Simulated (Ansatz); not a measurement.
`C[SiH2][GaH][Cl]` + `C[Si]F` → `C[SiH2][Ga]([F])[Cl]` + `C[SiH]`  (redistribution)

Computed with Ansatz on PBE0-D4/def2-TZVP structures; ΔE is electronic, products minus reactants. CCSD(T)/CBS adds triple-zeta CCSD(T) − MP2 to the extrapolated MP2 energy (def2 sets, frozen cores). This one scheme is used for every species. Functionals use def2-TZVPP. B3LYP here is the variant with VWN-RPA as its local correlation; programs differ in this. For Ga outer-core shells are correlated without core-valence functions, which leaves a few kJ/mol of doubt a bond. Scalar relativity is left out up to krypton. One conformer a species, not always the lowest.

`C[SiH2][GaH][Cl]`:

Z-matrix (Å, degrees):
```
C
Si 1 1.877
H 1 1.092 2 111.0
H 1 1.092 2 110.5 3 -119.9
H 1 1.092 2 111.0 3 120.2
Ga 2 2.407 1 113.5 3 -60.1
H 2 1.490 1 110.4 3 60.5
H 2 1.490 1 110.4 3 179.2
Cl 6 2.164 2 114.3 1 179.9
H 6 1.568 2 133.2 1 -0.1
```

`C[Si]F`:

Cartesian coordinates in Å:
```
C 0.445 0.294 -0.136
Si -1.432 0.147 -0.018
F -1.511 -1.347 0.604
H 0.767 1.251 -0.552
H 0.887 0.172 0.860
H 0.843 -0.517 -0.759
```

`C[SiH2][Ga]([F])[Cl]`:

Z-matrix (Å, degrees):
```
C
Si 1 1.870
H 1 1.091 2 110.9
H 1 1.091 2 110.9 3 120.0
H 1 1.092 2 110.2 3 -120.0
Ga 2 2.397 1 111.4 3 -60.0
H 2 1.488 1 111.9 3 59.3
H 2 1.488 1 111.9 3 -179.1
Cl 6 2.142 2 127.4 1 179.5
F 6 1.757 2 121.5 1 -0.5
```

`C[SiH]`:

Z-matrix (Å, degrees):
```
C
Si 1 1.892
H 1 1.098 2 109.5
H 1 1.098 2 109.7 3 -115.3
H 1 1.091 2 113.8 3 122.2
H 2 1.531 1 94.2 3 58.0
```

(1) Is it downhill or uphill in electronic energy at CCSD(T)/CBS, and by how much? (An estimate is asked.)

(2) What do these levels give: PBE-D4, r2SCAN0-D4, BHLYP-D4, PBE-QIDH, revPBE, r2SCAN, PBE0, B3LYP, HF/def2-SVP, CCSD(T)/def2-SVP, CCSD/def2-TZVPP, HF/def2-QZVPP? (An estimate is asked.)

Largest T1 diagnostic among the species: 0.014.

## Answers

(1) The calculation gave: Uphill: ΔE = +76.3 kJ/mol.

(2) Ansatz gave: PBE-D4 73.4, r2SCAN0-D4 75.4, BHLYP-D4 75.7, PBE-QIDH 73.2, revPBE 70.3, r2SCAN 74.2, PBE0 74.4, B3LYP 75.1, HF/def2-SVP 51.2, CCSD(T)/def2-SVP 47.2, CCSD/def2-TZVPP 70.8, HF/def2-QZVPP 71.9 kJ/mol.

Leaving LDA and LC-ωPBE aside and taking each functional with its dispersion term where it has one, the values, not all of them listed here, spread over 9.1 kJ/mol, from revPBE-D4 to ωB97M-V. LDA lies +9.4 kJ/mol from PBE without D4. At CCSD(T), def2-SVP lies −29.1 kJ/mol from the extrapolated value and def2-TZVPP −5.7 kJ/mol.
